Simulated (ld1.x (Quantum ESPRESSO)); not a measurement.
**Ge (Z = 32), ultrasoft: configuration errors across variants**

Ge, ultrasoft, made with ld1.x (Quantum ESPRESSO) 7.5 (LDA (PZ), scalar-relativistic). Core [Ar] 3d10, reference 4s2 4p2. Waves: 4s (bound): rcut 1.40, rcutus 1.80 bohr; 4s channel at 0.1 Ry: rcut 1.40, rcutus 1.80 bohr; 4p (bound): rcut 1.65, rcutus 2.00 bohr; 4p channel at 1.45 Ry: rcut 1.65, rcutus 2.00 bohr; 4d channel at -0.1 Ry: rcut 1.45, rcutus 1.95 bohr; 4d channel at 1.75 Ry: rcut 1.45, rcutus 1.95 bohr. Local part: all-electron potential smoothed inside 1.85 bohr (lloc = -1). Core correction: Bessel-smoothed model core, default radius (core density twice the valence density). Augmentation charge: built from norm-conserving waves at rcut, not smoothed further.

All-electron excitation energies from the reference (eV): (1) 4s2 4p1 7.636; (2) 4s2 4p0 23.352; (3) 4s1 4p0 58.570; (4) 4s2 4p1.5 2.889; (5) 4s2 4p2.3 -0.928; (6) 4s0 4p4 16.359; (7) 4s1 4p2 16.413; (8) 4s2 4p2 spin -0.563; (9) 4s2 4p1 spin 7.451.

Spin tests fill each open shell by Hund’s rule, majority spin first.

1 further variants failed, have other tests or too few solved ones, and are left out.

A true bound ghost makes a file unfit for plane-wave use even where its test errors are small: the radial tests pick states by their node count and pass the ghost by.

Errors AE − PS in meV (a dash: test not solved or not reliable):

| change | (1) | (2) | (3) | (4) | (5) | (6) | (7) | (8) | (9) | bound ghosts |
| --- | --- | --- | --- | --- | --- | --- | --- | --- | --- | --- |
| base | -6.3 | -48 | -274 | -1.2 | 0.0 | -46 | -31 | -2.2 | -7.4 | d |
| all radii but the core radius scaled by about 0.82 (s 1.48, p 1.64, d 1.60 bohr, rcut 1.14/1.34/1.18); local potential all-electron potential smoothed inside 1.52 bohr (lloc = -1) | -6.7 | -52 | -308 | -1.2 | 0.0 | -56 | -36 | -4.0 | -8.5 | s |
| all radii but the core radius scaled by about 0.92 (s 1.66, p 1.84, d 1.80 bohr, rcut 1.30/1.52/1.34); local potential all-electron potential smoothed inside 1.72 bohr (lloc = -1) | -6.4 | -50 | -284 | -1.2 | 0.0 | -46 | -31 | -3.2 | -7.9 | d |
| all radii but the core radius scaled by about 1.06 (s 1.90, p 2.12, d 2.06 bohr, rcut 1.48/1.74/1.54); local potential all-electron potential smoothed inside 1.96 bohr (lloc = -1) | -6.3 | -48 | -270 | -1.2 | 0.0 | -45 | -30 | -1.8 | -7.2 | d |
| all radii but the core radius scaled by about 1.22 (s 2.20, p 2.44, d 2.38 bohr, rcut 1.72/2.02/1.78); local potential all-electron potential smoothed inside 2.26 bohr (lloc = -1) | -6.3 | -47 | -266 | -1.2 | 0.0 | -42 | -29 | -1.5 | -7.2 | none |
| all radii but the core radius scaled by about 1.29 (s 2.32, p 2.58, d 2.52 bohr, rcut 1.80/2.12/1.88); local potential all-electron potential smoothed inside 2.38 bohr (lloc = -1) | -6.7 | -48 | -268 | -1.3 | 0.0 | -40 | -30 | -1.8 | -7.8 | none |
| all radii but the core radius scaled by about 1.40 (s 2.52, p 2.80, d 2.74 bohr, rcut 1.96/2.32/2.04); local potential all-electron potential smoothed inside 2.60 bohr (lloc = -1) | – | – | – | – | – | – | – | – | – | not determined |

Question: Give the same row for: all radii but the core radius scaled by about 1.17 (s 2.10, p 2.34, d 2.28 bohr, rcut 1.64/1.92/1.70); local potential all-electron potential smoothed inside 2.16 bohr (lloc = -1).

Answer: -6.3, -47, -266, -1.2, 0.0, -43, -29, -1.4, -7.0; bound ghosts: none.
